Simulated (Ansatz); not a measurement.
Isolated molecules relaxed with PBE0-D4/def2-TZVP in Ansatz; ΔE leaves out vibrations. CCSD(T)/CBS adds triple-zeta CCSD(T) − MP2 to the extrapolated MP2 energy (def2 sets, frozen cores). Functionals use def2-TZVPP. B3LYP here is the variant with VWN-RPA as its local correlation; programs differ in this. For Ge outer-core shells are correlated without core-valence functions, which leaves a few kJ/mol of doubt a bond. Scalar relativity is left out up to krypton. One conformer a species, not always the lowest.

`[CH3][AlH][B](C)F` + `C[CH2][GeH3]` → `[CH3][AlH][CH2][GeH3]` + `CB(C)F`  (redistribution)

```csv
level,ΔE (kJ/mol),difference from CCSD(T)/CBS
r2SCAN-D4,-124.2,-5.9
B3LYP-D4,-115.9,2.4
ωB97X-V,-114.9,3.4
ωB97M-V,-123.1,-4.8
B2PLYP,-118.5,-0.2
PBE,-108.3,10.0
r2SCAN,-123.8,-5.5
B3LYP,-113.8,4.5
MP2/def2-TZVPP,-126.3,-8.0
CCSD(T)/def2-TZVPP,-117.7,0.6
HF/def2-QZVPP,-117.5,0.8
MP2/def2-QZVPP,-126.7,-8.4
SCS-MP2/def2-QZVPP,-120.3,-2.0
HF/CBS(def2),-117.5,0.8
MP2/CBS(def2),-126.9,-8.6
CCSD/CBS(def2),-118.0,0.3
CCSD(T)/CBS,-118.3,0
```

Largest T1 diagnostic among the species: 0.012.

From PBE to PBE0 (25 % exact exchange), in def2-TZVPP and without D4, ΔE moves by −5.3 kJ/mol.
